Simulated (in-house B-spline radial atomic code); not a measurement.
Ionising Cl³⁺ with different functionals

Computed with a B-spline radial code for spherical atoms: scalar-relativistic (spin-free X2C) Hamiltonian, Fermi nucleus of rms radius 3.3654 fm, spin-polarised at highest spin, spherical fractional occupations for the functionals, and exact exchange of hybrids averaged over the configuration. The ionisation energy is the difference of two self-consistent energies, [Ne] 3s2 3p2 → [Ne] 3s2 3p1, without Breit or QED terms; ε is the level of the shell that loses the electron (its least bound occupied spin orbital).

```tsv
method	rung	ΔSCF (eV)	-ε(3p) (eV)
PBE0	global hybrid	53.31	48.20
B3LYP	global hybrid	53.29	47.75
TPSSh	global hybrid	53.42	47.25
BHandHLYP	global hybrid	53.13	49.80
r2SCAN0	global hybrid	53.47	48.48
B97-1	global hybrid	53.20	47.77
HSE06	range-separated hybrid	53.30	47.77
wB97X	range-separated hybrid	53.21	50.77
CAM-B3LYP	range-separated hybrid	?	?
LC-wPBE	range-separated hybrid	?	?
```

Q: What does CAM-B3LYP give?

A: ΔSCF 53.27 eV, and -ε(3p) = 49.63 eV.

Q: What does LC-wPBE give?

A: ΔSCF 53.47 eV, and -ε(3p) = 51.38 eV.

Q: Among the functionals, which spreads more, the ΔSCF values or the orbital energies?

A: The orbital energies: ΔSCF values span about 0.35 eV and the orbital energies 4.13 eV; here energy differences depend much less on the functional than eigenvalues do.

Q: How do they compare with the NIST value?

A: NIST lists 53.2 eV ± 0.12 (semi-empirical, ground level to ground level). Errors run from -0.11 to +0.23 eV; all lie within about twice that uncertainty, so the table can't rank the methods.
